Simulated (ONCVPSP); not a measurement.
# Rh, ONCV: configuration errors across variants

```
Element                 : Rh
Generator               : ONCVPSP 4.0.1
Type                    : optimised norm-conserving Vanderbilt (ONCV)
Functional              : PBE
Relativity              : scalar-relativistic
Frozen core             : [Ar] 3d10
Valence charge          : 17
Reference configuration : 4s2 4p6 4d6 (charge +3)
Partial waves           : 4s: rc 1.35 bohr, ncon 4, nbas 8, qcut 10.1 1/bohr, 2 projectors, debl 2.4 Ha; 4p: rc 1.50 bohr, ncon 3, nbas 6, qcut 8.8 1/bohr, 3 projectors, debl 1 Ha; 4d: rc 1.20 bohr, ncon 4, nbas 8, qcut 6.8 1/bohr, 2 projectors, debl 1.1 Ha; f scattering state at 0.28 Ha: rc 1.50 bohr, ncon 4, nbas 7, qcut 7.8 1/bohr, 2 projectors, debl 1.4 Ha
Local potential         : polynomial inside 1.05 bohr (lpopt 3, dvloc0 -1 Ha)
Core correction         : none
```

In the s channel the program set the typed energies aside and used -4.356, 0.250 Ha. In the p channel the program set the typed energies aside and used -3.163, 0.250, 1.250 Ha. In the d channel the program set the typed energies aside and used -1.452, 0.250 Ha.

All-electron excitation energies from the reference (eV): (1) 4s2 4p6 4d8 5s1 -59.476; (2) 4s2 4p6 4d8 -52.016; (3) 4s2 4p6 4d7 -32.505; (4) 4s2 4p6 4d7 5s2 -56.998.

A true bound ghost makes a file unfit for plane-wave use even where its test errors are small: the radial tests pick states by their node count and pass the ghost by.

Errors AE − PS in meV (a dash: test not solved or not reliable):

```
     change   (1)   (2)   (3)   (4)  bound ghosts  GHOST(+) flags above zero
       base  +6.3  +4.5  +3.5  +7.8          none                          s
d: qcut 4.3  +6.5  +4.9  +3.7  +7.7             d                          s
d: qcut 4.8  +6.5  +4.9  +3.6  +7.8             d                          s
  d: qcut 6  +6.4  +4.7  +3.6  +7.8          none                          s
d: qcut 6.7  +6.3  +4.6  +3.5  +7.8          none                          s
d: qcut 7.8  +6.2  +4.4  +3.4  +7.8          none                          s
d: qcut 8.5  +6.2  +4.3  +3.3  +7.8          none                          s
 d: qcut 10  +6.1  +4.2  +3.3  +7.8          none                          s
```

Question: Give the same row for: d: qcut 9.1.

Answer: +6.1, +4.3, +3.3, +7.8; bound ghosts: none; GHOST(+) flags above zero: s.
